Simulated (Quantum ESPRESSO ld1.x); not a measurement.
The run below uses ld1.x (Quantum ESPRESSO 7.5).

```
 &input
    atom='Ga',
    iswitch=1,
    rel=2,
    dft='BLYP',
    config='[Ar] 3d8 4s2 4p2',
    rel_dist='energy',
    verbosity='high',
    lsmall=.true.,
    prefix='ld1',
    max_out_wfc=37,
    file_charge='ld1.rho',
 /
```

Command: `OMP_NUM_THREADS=1 ld1.x < ld1.in > ld1.out`

It prints (banner and zero overlaps left out):

```
     Program LD1 v.7.5 starts

     --------------------------- All-electron run ----------------------------

     dirac relativistic calculation

     atomic number is 31.00
     dft =BLYP   lsd =0 sic =0 latt =0  beta=0.20 tr2=1.0E-14
     Exchange-correlation= BLYP
                           (   1   3   1   3   0   0   0)
     mesh =2005 r(mesh) =  99.28682 a.u. xmin = -8.00 dx = 0.00800
     1 Ry =  13.60569312 eV, c = 137.03599908

     n l j   nl                  e(Ry)          e(Ha)          e(eV)
     Spin orbit split results
     1 0 0.5 1S 1( 2.00)    -754.154235211    -377.077117606 -10260.7910917
     2 0 0.5 2S 1( 2.00)     -95.192426639     -47.596213319  -1295.1589445
     2 1 0.5 2P 1( 2.00)     -84.549857097     -42.274928549  -1150.3594093
     2 1 1.5 2P 1( 4.00)     -82.517276845     -41.258638423  -1122.7047461
     3 0 0.5 3S 1( 2.00)     -13.020863240      -6.510431620   -177.1578694
     3 1 0.5 3P 1( 2.00)      -9.563435893      -4.781717947   -130.1171740
     3 1 1.5 3P 1( 4.00)      -9.284620787      -4.642310394   -126.3237012
     3 2 1.5 3D 1( 4.00)      -3.453775989      -1.726887995    -46.9910162
     3 2 2.5 3D 1( 4.00)      -3.414634277      -1.707317139    -46.4584661
     4 0 0.5 4S 1( 2.00)      -1.611474975      -0.805737487    -21.9252340
     4 1 0.5 4P 1( 2.00)      -0.955814238      -0.477907119    -13.0045152
     4 1 1.5 4P 1( 0.00)      -0.935282944      -0.467641472    -12.7251727
     Averaged results
     1 0     1S 1( 2.00)    -754.154235211    -377.077117606 -10260.7910917
     2 0     2S 1( 2.00)     -95.192426639     -47.596213319  -1295.1589445
     2 1     2P 1( 6.00)     -83.194803596     -41.597401798  -1131.9229672
     3 0     3S 1( 2.00)     -13.020863240      -6.510431620   -177.1578694
     3 1     3P 1( 6.00)      -9.377559156      -4.688779578   -127.5881921
     3 2     3D 1( 8.00)      -3.430290962      -1.715145481    -46.6714862
     4 0     4S 1( 2.00)      -1.611474975      -0.805737487    -21.9252340
     4 1     4P 1( 2.00)      -0.942126709      -0.471063354    -12.8182869

     final scf error:  6.1E-15 reached in  29 iterations

     Etot =   -3884.660013 Ry,   -1942.330006 Ha,  -52853.492022 eV

     Ekin =    3962.533377 Ry,    1981.266689 Ha,   53913.013118 eV
     Encl =   -9313.789750 Ry,   -4656.894875 Ha, -126720.565149 eV
     Eh   =    1616.074896 Ry,     808.037448 Ha,   21987.819096 eV
     Exc  =    -149.478536 Ry,     -74.739268 Ha,   -2033.759086 eV
```

Run on one thread of a shared host, so times are rough (Intel(R) Xeon(R) Processor @ 2.60GHz): 0.48 s of CPU time, 1.5 s wall, 29 iterations on 2005 mesh points.
